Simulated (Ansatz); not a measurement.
# Which is lower?

The two ends of one reaction step of SiHCl4F, closed shell (PBE0-D4/def2-TZVP).

A:

Si1  (-1.075, -0.090, -0.164)
Cl2  (3.366, 0.060, 0.353)
Cl3  (-0.161, -1.578, -1.158)
Cl4  (-2.310, -0.814, 1.248)
Cl5  (-2.061, 1.126, -1.427)
H6  (2.197, 0.529, 0.587)
F7  (0.043, 0.767, 0.561)
(Å)

B:

```
atom    x (Å)    y (Å)    z (Å)
 Si1  -0.3820  -0.7239  -0.5603
 Cl2   1.5943  -0.4070  -0.1474
 Cl3  -0.5214  -2.3474  -1.7501
 Cl4  -1.3661  -1.0403   1.1680
 Cl5  -1.1184   0.8960  -1.5033
  H6   1.1424   1.4835   1.1816
  F7   0.6512   2.1390   1.6113
```

Program: Ansatz 0.2.0. Basis: def2-TZVPP. Cores are frozen in the correlated methods. B3LYP uses VWN-RPA correlation.

Which structure is lower at CCSD(T), and by how much? (An estimate is asked for; the value comes from the calculation.)

The calculation gives: A, by 0.553 eV (electronic energy, against the other). By their contacts, A is a complex of SiCl₃F ([F][Si]([Cl])([Cl])[Cl]) + HCl and B is a complex of SiCl₄ ([Cl][Si]([Cl])([Cl])[Cl]) + HF.

All methods give the same order:

```csv
method,E(B) − E(A) (eV)
SPW92,0.422
PBE-D4,0.400
BLYP-D4,0.498
r2SCAN-D4,0.520
B97M-V,0.573
PBE0-D4,0.426
B3LYP-D4,0.522
r2SCAN0-D4,0.513
BHLYP-D4,0.566
CAM-B3LYP-D4,0.597
wB97X-V,0.526
wB97M-V,0.505
B2PLYP,0.570
PBE-QIDH,0.473
RPA on PBE,0.589
HF,0.736
MP2,0.467
CCSD,0.592
CCSD(T),0.553
```

T1 diagnostic: at most 0.010.

Labels in which every atom is bracketed show which atoms are joined, not bond orders.

For scale, one of the runs: CCSD(T)/def2-TZVPP, 255 basis functions, launched by `ansatz run in.yaml --threads 8 --pin off --events-out ev --progress --plain --max-ram 19148MiB`. Hardware: 8 CPU threads of an Arm Neoverse V1, shared host. Wall time 2.3 min; peak host memory 5.2 GiB.
